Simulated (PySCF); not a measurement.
Precursor series Ti Cl-Br. All species are isolated molecules in the gas phase.

The HOMO–LUMO gap from two functionals at the same geometries (BP86-D3(BJ)/def2-SVP), both in PySCF: PBE-D3(BJ)/def2-TZVP and TPSSh-D3(BJ)/def2-TZVP. 

| species | PBE-D3(BJ)/def2-TZVP (eV) | TPSSh-D3(BJ)/def2-TZVP (eV) |
|---|---|---|
| 0 of 4 Cl replaced by Br ([Ti(Cl)4]) | 3.64 | 4.60 |
| 2 of 4 Cl replaced by Br | 3.10 | 4.00 |
| 3 of 4 Cl replaced by Br | 3.01 | 3.89 |
| 4 of 4 Cl replaced by Br ([Ti(Br)4]) | 3.00 | 3.89 |

Over these rows, drawn at random from the members with no instability flagged (it was tested for open shells, ions and some series alone), PBE minus TPSSh-D3(BJ): mean -0.91 eV, from -0.97 eV to -0.88 eV.
